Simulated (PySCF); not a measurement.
**GeF₃ + 3 HCl → GeCl₃ + 3 HF**

Level: PBE0 in the def2-TZVP basis family, all electrons, no relativity, computed in PySCF with density fitting; open shells unrestricted.

| species | state and structure | ZPE (kJ/mol) | H(298 K) − H(0) (kJ/mol) | S° (J/(mol K)) |
| --- | --- | --- | --- | --- |
| GeF₃ | doublet, C3v, Ge–F 1.721 Å (×3); F–Ge–F 106.5° (×3) | 17.0 | 14.8 | 300.1 |
| HCl | singlet, C∞v, H–Cl 1.279 Å | 17.9 | 8.7 | 186.6 |
| GeCl₃ | doublet, C3v, Ge–Cl 2.149 Å (×3); Cl–Ge–Cl 108.7° (×3) | 10.0 | 17.4 | 335.8 |
| HF | singlet, C∞v, H–F 0.920 Å | 24.9 | 8.7 | 173.6 |

**Question.** Is the gas-phase reaction uphill or downhill in electronic energy at this level, and by how much?

**Answer.** At PBE0/def2-TZVP, ΔE = -49.5 kJ/mol, downhill. 

**Question.** Add zero-point, thermal and entropy terms for 298.15 K and 1 bar.

**Answer.** ΔZPE = 14.0 and Δ[H(298) − H(0)] = 2.6 kJ/mol give ΔH° = -32.9 kJ/mol. ΔS° = -3.3 J/(mol K), so ΔG° = -32.9 − 298.15 × (-0.0033) = -32 kJ/mol and log₁₀K = 5.6.

Only the bonding shown was studied: isomers, or loss of a ligand pair, can lie lower.
